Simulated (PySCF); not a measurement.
ClF, charge +1, doublet, geometry from GFN2-xTB (a state made from the parent by changing its charge; the spin is typed, not shown lowest); DF-M062X/STO-3G in PySCF.

Input for PySCF:
```python
from pyscf import gto, scf, dft

mol = gto.Mole()
mol.atom = '''
    F    -0.00000000   -0.00000000   -1.04610145
    Cl    0.00000000    0.00000000    0.55381842
'''
mol.basis = 'sto-3g'
mol.charge = 1
mol.spin = 1
mol.verbose = 4
mol.build()

mf = dft.UKS(mol)
mf.xc = 'm062x'
mf = mf.density_fit(auxbasis='def2-universal-jkfit')
mf.kernel()
```

Task: Write the output that PySCF gives for this input, abridged.

Result: 
```
PySCF version 2.14.0

[INPUT] verbose = 4
[INPUT] num. atoms = 2
[INPUT] num. electrons = 25
[INPUT] charge = 1
[INPUT] spin (= nelec alpha-beta = 2S) = 1
[INPUT] symmetry False subgroup None
[INPUT] Mole.unit = angstrom
[INPUT] Symbol           X                Y                Z      unit          X                Y                Z       unit  Magmom
[INPUT]  1 F      0.000000000000   0.000000000000  -1.046101450000 AA    0.000000000000   0.000000000000  -1.976845239010 Bohr   0.0
[INPUT]  2 Cl     0.000000000000   0.000000000000   0.553818420000 AA    0.000000000000   0.000000000000   1.046565136539 Bohr   0.0

nuclear repulsion = 50.6051051611478
number of shells = 8
number of NR pGTOs = 42
number of NR cGTOs = 14
basis = sto-3g
ecp = {}

******** <class 'pyscf.df.df_jk.DFUKS'> ********
method = DFUKS
initial guess = minao
damping factor = 0
level_shift factor = 0
DIIS = <class 'pyscf.scf.diis.CDIIS'>
diis_start_cycle = 1
diis_space = 8
diis_damp = 0
SCF conv_tol = 1e-09
SCF conv_tol_grad = None
SCF max_cycles = 50
direct_scf = False
number electrons alpha = 13  beta = 12
XC library pyscf.dft.libxc version 7.1.2
    S. Lehtola, C. Steigemann, M. J. T. Oliveira, and M. A. L. Marques,  SoftwareX 7, 1–5 (2018)
XC functionals = m062x
    Y. Zhao and D. G. Truhlar,  Theor. Chem. Acc. 120, 215 (2008)
    Y. Zhao and D. G. Truhlar,  Theor. Chem. Acc. 120, 215 (2008)
radial grids:
    Treutler-Ahlrichs [JCP 102, 346 (1995); DOI:10.1063/1.469408] (M4) radial grids

becke partition: Becke, JCP 88, 2547 (1988); DOI:10.1063/1.454033
pruning grids: <function nwchem_prune>
grids dens level: 3
symmetrized grids: False
atomic radii adjust function: <function treutler_atomic_radii_adjust>
small_rho_cutoff = 0
Set gradient conv threshold to 3.16228e-05
tot grids = 33144
******** <class 'pyscf.df.df.DF'> ********
auxbasis = def2-universal-jkfit
init E= -553.293918690295

cycle= 1 E= -553.077092130735  delta_E= 0.217  |g|= 0.13  |ddm|= 1.63
cycle= 2 E= -553.084668151738  delta_E= -0.00758  |g|= 0.113  |ddm|= 0.364
cycle= 3 E= -553.09254463627  delta_E= -0.00788  |g|= 0.0448  |ddm|= 0.213
cycle= 4 E= -553.094276357779  delta_E= -0.00173  |g|= 0.00536  |ddm|= 0.072
cycle= 5 E= -553.094332591313  delta_E= -5.62e-05  |g|= 0.00278  |ddm|= 0.0157
cycle= 6 E= -553.094363466936  delta_E= -3.09e-05  |g|= 0.000241  |ddm|= 0.0237
cycle= 7 E= -553.094363654185  delta_E= -1.87e-07  |g|= 7.82e-05  |ddm|= 0.00159
cycle= 8 E= -553.094363675066  delta_E= -2.09e-08  |g|= 2.45e-05  |ddm|= 0.000499
cycle= 9 E= -553.094363677427  delta_E= -2.36e-09  |g|= 1.01e-05  |ddm|= 0.000165
cycle= 10 E= -553.094363678392  delta_E= -9.65e-10  |g|= 1e-05  |ddm|= 8.04e-05
Extra cycle  E= -553.094363679293  delta_E= -9.01e-10  |g|= 1e-05  |ddm|= 7.52e-05
converged SCF energy = -553.094363679293  <S^2> = 0.75008719  2S+1 = 2.0000872
```
